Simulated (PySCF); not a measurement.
**How methods differ on the interval between two levels of Pb**

Pb [Xe] 4f14 5d10 6s2 6p2 [3P2, M_J = 2] → Pb [Xe] 4f14 5d10 6s2 6p1 7s1 [3P2, M_J = 2], as a difference of total energies. Computed with PySCF 2.14 in x2c-SVPall-2c with one added diffuse shell each of s, p type (8s12p7d2f, 93 functions), with the two-component X2C-1e Hamiltonian. Correlated levels: [Kr] 4d10 4f14 frozen; the 22 highest virtual spinors dropped. "Screened" scales the spin-orbit matrix elements by Boettger's factors to mimic the two-electron term; Breit and QED terms are absent.

```csv
method,interval between two levels (cm⁻¹)
GHF (spin-free),30474
GMP2 (spin-free),30297
GHF (screened spin-orbit),36222
GMP2 (screened spin-orbit),35169
```

The labels give the starting determinants; with spin-orbit coupling the two ends relaxed to ⟨J²⟩ = 6.01, ⟨L²⟩ = 3.69, ⟨S²⟩ = 1.49 and ⟨J²⟩ = 6.01, ⟨L²⟩ = 2.19, ⟨S²⟩ = 2.19.

The promoted electron is Rydberg-like, and one or two diffuse shells describe it only roughly, which tends to raise the upper state.
